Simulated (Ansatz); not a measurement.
## A ladder of methods for SbHF (SMILES [F][SbH])

SbHF has 3 atoms, charge 0, and is taken as a doublet. As SMILES, `[F][SbH]`. The coordinates come from a PBE0-D4/def2-TZVP relaxation.

```xyz
3

F    -0.8262    1.1003   -0.3412
Sb   -0.3238   -0.7513   -0.2559
H     1.1390   -0.4137    0.5838
```

Quantity: the energy change with the Sb2–H3 bond stretched from 1.720 to 3.440 Å, in eV. The values are calculated.

| level | kind | program | value (eV) | less FCI/STO-3G | CPU time (all runs) |
| --- | --- | --- | --- | --- | --- |
| USVWN5/STO-3G | LDA | Ansatz | 4.08 | +0.90 | 4.7 s |
| U-revPBE/STO-3G | GGA | Ansatz | 3.59 | +0.41 | 11 s |
| UPBE/STO-3G | GGA | Ansatz | 3.66 | +0.48 | 11 s |
| U-r2SCAN0/STO-3G | hybrid meta-GGA | Ansatz | 3.60 | +0.42 | 40 s |
| UPBE0/STO-3G | global hybrid | Ansatz | 3.63 | +0.45 | 11 s |
| UCAM-B3LYP/STO-3G | range-separated hybrid | Ansatz | 3.77 | +0.59 | 12 s |
| RPA@PBE/STO-3G | RPA | Ansatz | 3.38 | +0.20 | 12 s |
| UMP2/STO-3G | perturbation theory | Ansatz | 3.06 | -0.12 | 3.2 s |
| UCCSDT(Q)/STO-3G | coupled cluster or CI | Ansatz | 3.19 | +0.01 | 4.7 s |
| FCI/STO-3G | exact in the basis | Ansatz | 3.18 | 0.00 | 3.8 s |

FCI/STO-3G is exact within its basis and frozen core, so for wave-function methods in that basis the difference is their error; functionals converge differently with the basis, so for them it is only a difference. All-electron rows without a relativistic Hamiltonian named are non-relativistic. The first shape isn't each level's own minimum. The values span 3.06 to 4.08 eV. Spin contamination of the reference (⟨S²⟩ at least 0.1 too high) touches USVWN5/STO-3G, U-revPBE/STO-3G, UPBE/STO-3G, U-r2SCAN0/STO-3G, UPBE0/STO-3G, UCAM-B3LYP/STO-3G, RPA@PBE/STO-3G, UMP2/STO-3G, UCCSDT(Q)/STO-3G. All rows use very small basis sets, so none should be taken for the real molecule's value. In the correlated wave-function rows the outer d shell of Sb is correlated, in sets not made for it. In so small a basis fixed costs decide the times, and correlated methods can beat functionals. Times are those of the runs behind each value, whatever else they computed, on shared processors of several kinds: orders of magnitude only.
